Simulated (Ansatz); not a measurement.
Start from `N=C1O[SiH2]1` and change one atom or group to get `CO[SiH]1OC1=N`.

Ansatz, PBE0-D4/def2-TZVP geometries, multiplicity 1. Each molecule was computed in one conformer, which needn't be the lowest.

| property | `N=C1O[SiH2]1` |
| --- | --- |
| size of the dipole moment (B3LYP/def2-TZVPP) / D | 3.96 |
| HOMO–LUMO gap (PBE0/def2-TZVPP) / eV | 5.95 |
| HOMO energy (ωB97M-V/def2-TZVPP) / eV | -9.50 |
| HOMO–LUMO gap (B3LYP/def2-TZVPP) / eV | 5.50 |
| HOMO energy (PBE/def2-TZVPP) / eV | -5.99 |
| HOMO–LUMO gap (PBE/def2-TZVPP) / eV | 3.86 |

Give the same properties after the change, and the shifts. (Best estimate.)

Ansatz gave: 
```json
{"property": "size of the dipole moment (B3LYP/def2-TZVPP) / D", "`CO[SiH]1OC1=N`": "2.43", "shift": "-1.53"}
{"property": "HOMO–LUMO gap (PBE0/def2-TZVPP) / eV", "`CO[SiH]1OC1=N`": "7.04", "shift": "1.09"}
{"property": "HOMO energy (ωB97M-V/def2-TZVPP) / eV", "`CO[SiH]1OC1=N`": "-9.71", "shift": "-0.21"}
{"property": "HOMO–LUMO gap (B3LYP/def2-TZVPP) / eV", "`CO[SiH]1OC1=N`": "6.60", "shift": "1.10"}
{"property": "HOMO energy (PBE/def2-TZVPP) / eV", "`CO[SiH]1OC1=N`": "-6.08", "shift": "-0.09"}
{"property": "HOMO–LUMO gap (PBE/def2-TZVPP) / eV", "`CO[SiH]1OC1=N`": "4.68", "shift": "0.82"}
```

With PBE0 the HOMO falls by 0.17 eV and the LUMO rises by 0.91 eV, so the gap widens by about 1.08 eV. PBE moves the HOMO by -0.09 eV and ωB97M-V by -0.21 eV. Dipoles are sizes alone; their direction can turn.

B3LYP here is the variant with VWN-RPA as its local correlation; programs differ in this.
